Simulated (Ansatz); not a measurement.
The same path of CH6SSi2 (10 atoms, charge 0, multiplicity 1) was run twice with different band settings. Lost on the way: Si3–H10. Made: S4–H10.

Method: Ansatz, RKS PBE0-D4/6-31G*.

Relaxed end points:

```xyz
10
Properties=species:S:1:pos:R:3
C -1.339 0.783 -0.769
Si -0.426 -0.509 0.236
Si 1.740 -0.318 0.822
S 1.121 -1.617 -0.794
H -0.629 1.396 -1.333
H -1.921 1.438 -0.112
H -2.025 0.308 -1.478
H -1.338 -1.368 1.037
H 2.338 -1.009 1.994
H 2.564 0.845 0.400
```

```xyz
10
Properties=species:S:1:pos:R:3
C -1.180 0.832 -0.614
Si -0.270 -0.342 0.542
Si 1.757 0.160 1.552
S 1.579 -1.090 -0.532
H -0.547 1.684 -0.884
H -2.064 1.231 -0.102
H -1.520 0.334 -1.528
H -1.071 -1.585 0.740
H 1.685 -1.209 2.226
H 1.713 -0.065 -1.398
```

Common settings: movable images 7; climbing image yes; optimiser quadratic models (default); start path through a guess of the saddle point; force threshold 0.05 eV/Å; iteration limit 60; end points relaxed.

| run | spring |
| --- | --- |
| 1 | 5.0 eV/Å² |
| 2 | 50.0 eV/Å² |

Q: What does each run give, and how far can it be trusted?

A: Run 1: converged after 8 iterations, highest image 1.963 eV above the first end. A vibrational analysis at the climbing image gives one clearly imaginary mode, 764i cm⁻¹: a first-order saddle point.
Run 2: converged after 8 iterations, highest image 1.963 eV above the first end. Another band between the same ends (7 images) ends at a top of the same energy, where a vibrational analysis finds 1 clearly imaginary mode.
The orbitals stay closed-shell, which can raise the energy where a bond breaks towards radicals; this wasn't checked here.
